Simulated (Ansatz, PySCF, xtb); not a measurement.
Dimer: HF (SMILES F) (first 2 atoms) with CHN (SMILES C#N); geometry from B3LYP-D3(BJ)/def2-TZVP, rigid monomers moved along the line of their centres of mass till H2···N4 is 2.55 Å.
(charge 0, multiplicity 1):
```xyz
5

F     -0.048    -0.993    -0.137
H      0.037    -0.480     0.644
C      0.378     1.540     3.711
N      0.271     0.913     2.762
H      0.477     2.126     4.598
```

Monomers are frozen at their geometry in the pair; levels with a basis set take the counterpoise correction. Rows marked so take none.

Correlated levels freeze the cores. Rows in 6-31G*, STO-3G carry no dispersion term and start afresh at each structure (6-31G* with six Cartesian d functions).

Programs: Ansatz (a quantum-chemistry and plane-wave program) with Gaussian orbitals; PySCF for 6-31G* rows, STO-3G rows, the dispersion terms; xtb for the GFN methods. Each number belongs to the level named beside it.

```csv
level,interaction energy (kcal/mol)
GFN1-xTB,-2.87
HF/STO-3G (no counterpoise),-2.67
HF/6-31G*,-4.64
BP86/6-31G* (no counterpoise),…
r2SCAN-D4/def2-TZVPPD,-4.67
PBE0/def2-TZVPPD,-4.63
PBE0-D3(BJ)/def2-TZVPPD,-4.86
MP2/aug-cc-pVTZ,-4.79
CCSD(T)/aug-cc-pVTZ,-4.71
```

### Question
What belongs in the gaps?

### Answer

- BP86/6-31G* (no counterpoise), interaction energy (kcal/mol): -4.51
